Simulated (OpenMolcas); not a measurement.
## Mn2+, Tc2+, Re2+: d5 down the group

```yaml
Program: OpenMolcas
Method: CASSCF
Basis: ANO-RCC-VTZP
Scalar_Hamiltonian: DKH2, point nucleus
Spin-orbit_coupling: RASSI with atomic mean-field integrals over the reference wave functions, term energies averaged over their components
```

Active space for each ion: 5 electrons in 5 orbitals (d).

Computed levels in cm-1 above 6S 5/2:

```json
{"Level": "4G 7/2", "Mn2+": "32189", "Tc2+": "24525", "Re2+": "22710"}
{"Level": "4G 11/2", "Mn2+": "32193", "Tc2+": "24558", "Re2+": "23171"}
{"Level": "4G 9/2", "Mn2+": "32197", "Tc2+": "24597", "Re2+": "23672"}
{"Level": "4P 3/2", "Mn2+": "37051", "Tc2+": "28041", "Re2+": "24333"}
{"Level": "4P 1/2", "Mn2+": "37094", "Tc2+": "28426", "Re2+": "26273"}
{"Level": "4D 7/2", "Mn2+": "40009", "Tc2+": "30183", "Re2+": "28546"}
{"Level": "4D 1/2", "Mn2+": "40051", "Tc2+": "30587", "Re2+": "31263"}
{"Level": "4D 3/2", "Mn2+": "40084", "Tc2+": "30882", "Re2+": "32205"}
{"Level": "2I 11/2", "Mn2+": "45765", "Tc2+": "34976", "Re2+": "32542"}
{"Level": "weight of 6S in the lowest level (%)", "Mn2+": "100", "Tc2+": "100", "Re2+": "94"}
```

Mixed levels, with the weight of the term that names them: Re2+ 4P 3/2 (53 %), Re2+ 4P 1/2 (69 %), Re2+ 4D 1/2 (72 %), Re2+ 4D 3/2 (51 %).

Measured, with the error of the calculation in %. Measured levels: Mn2+ from Corliss and Sugar, J. Phys. Chem. Ref. Data 6, 1253 (1977); Re2+ from the list in Brasseur, Gamrath and Quinet, At. Data Nucl. Data Tables 157, 101636 (2024).

```
  Level           Mn2+           Re2+
 4G 7/2  26860 (+19.8)  16890 (+34.5)
4G 11/2  26824 (+20.0)  18020 (+28.6)
 4G 9/2  26851 (+19.9)  18346 (+29.0)
 4D 7/2  32307 (+23.8)  20453 (+39.6)
 4D 1/2  32369 (+23.7)               
2I 11/2  39174 (+16.8)  26170 (+24.3)
```

Without spin-orbit coupling 4G lies 32191, 24546, 23084 cm-1 above 6S in that order; the difference to the level 4G 7/2, of either sign, comes from spin-orbit coupling, which also lowers the zero.

Without dynamic correlation excited terms often stand tens of per cent too high (terms of higher spin than the ground term too low), and those without a measured partner can miss by more than the paired ones. Levels of configurations with an s electron are missing; early in the row they begin among the upper levels of the d shell and mix with terms of their name (holds for Tc2+). Configurations with an s electron lie low in 5d ions of this charge, fall among these levels and mix in, so low-spin terms can stand far too high, up to twice their true height, and weights are not those of the real levels (holds for Re2+). Some levels mix across a computed gap that differs much from the measured one, so their mixing is not that of the real levels (holds for Re2+). Measured partners are found by configuration, term and J. A level has none where our copy of the source lacks it or the pairing is in doubt (some pairs that miss far off the trend of their configuration count as doubtful), and it then counts in no deviation. Levels of configurations outside the active space are missing.
